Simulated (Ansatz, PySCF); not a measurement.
Reaction (SMILES): [SiH2]1[SiH2][SiH2][SiH2]1 [tetrasiletane] + 4 [H][H] (H2) → 4 [SiH4] (SiH4)
Structures are relaxed separately at B3LYP-D3(BJ)/def2-TZVP in Ansatz (a first-principles code), one conformer each, not searched for the lowest. Frequencies are from Ansatz or PySCF.

Wanted: energy of full hydrogenation (enthalpy at 298 K, with B3LYP-D3(BJ) rigid-rotor harmonic-oscillator terms), in kcal/mol. Cores are frozen in the correlated levels unless marked. Spin-orbit coupling is left out. Non-relativistic. CBS(X,Y): correlation extrapolated as X^-3; Hartree-Fock from the larger set.

CCSD(T)/CBS(cc-pV(T+d)Z,cc-pV(Q+d)Z) (Ansatz) gives -20.6 kcal/mol.

**Question.** Another calculation gave -12.5 kcal/mol. Which level was it?
A) PBE0/def2-TZVPD (Ansatz)
B) r2SCAN0/def2-TZVPD (Ansatz)
C) wB97M-V/def2-TZVPD (Ansatz)
D) revPBE/def2-TZVPD (Ansatz)

**Answer.** D, revPBE/def2-TZVPD (Ansatz). The others give -25.7 (wB97M-V), -17.6 (PBE0), -20.4 (r2SCAN0) kcal/mol.
